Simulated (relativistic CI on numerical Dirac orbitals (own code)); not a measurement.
**Hyperfine structure of V III, mass number 51**

Computed by Dirac-Coulomb-Breit CI, separate exchange-only KLI orbitals for each configuration, QED by a radiative potential, valence Slater integrals scaled by 0.85, P86 correlation energy added to each configuration (own radial code, finite nucleus).

CI space (outside the closed core [Ne] 3s2): 3p⁶3d³, 3p⁶3d²4s, 3p⁶3d²4p, 3p⁶3d4s², 3p⁶3d²4d, 3p⁶3d²5s, 3p⁶3d²5p, 3p⁶3d4s4p, 3p⁶3d²4f, 3p⁶3d²5d, 3p⁶3d²5f, 3p⁶3d²5g, 3p⁵3d⁴, 3p⁶3d4p², 3p⁶3d4s4d. Levels of other configurations are missing.

Nuclear spin I = 7/2, μ = 5.1464 μN, Q = -0.052 b (tables of Stone and Pyykkö). The electronic factors are computed for point nuclear moments, without core polarisation; leaving it out makes A of s and p electrons in near-neutral atoms 20 to 40 % too small, and it can dominate for d and f shells.

```tsv
Level	E (eV)	A (MHz)	B (MHz)
3p⁶3d³ ⁴F3/2	0.0000	580.4	4.62
3p⁶3d³ ⁴F5/2	0.0159	357.4	4.59
3p⁶3d³ ⁴F7/2	0.0376	292.9	6.47
3p⁶3d³ ⁴F9/2	0.0643	275.5	9.62
3p⁶3d³ ⁴P1/2	1.5532	-363.3	
3p⁶3d³ ²G7/2	1.5608	440.1	-7.2
3p⁶3d³ ⁴P3/2	1.5623	231.6	10.9
3p⁶3d³ ⁴P5/2	1.5822	125.7	-13.6
```

Levels with J = 0, under 50 % of one LS term, or S terms without an open s electron are left out. Small factors come from cancelling terms and can be off by tens of per cent or more.

For a near-neutral ion this model can misplace configurations by up to about 10,000 cm⁻¹ (more where the count of f electrons changes) and terms by 10 to 25 % of their spread. Rates follow the energies as ν³ (E1, M1) or ν⁵ (E2), so they and the lifetimes can be off by large factors. The fine structure of a lone outer electron comes out too small, for d and f at times inverted, and misplaced configurations move strength between like terms. 62 of the 64 excited levels that our extract of the measured tables holds in this range could be paired (the sources list more); they are missed by 870 cm⁻¹ on average and 3002 at most, and levels without a partner can miss by more.

Give the hyperfine levels of 3p⁶3d³ ⁴F3/2 relative to its centre of gravity.

With K = F(F + 1) − I(I + 1) − J(J + 1), E = AK/2 + B[¾K(K + 1) − I(I + 1)J(J + 1)]/[2I(2I − 1)J(2J − 1)]: F = 2: -3915, F = 3: -2177, F = 4: 142.9, F = 5: 3048 MHz.
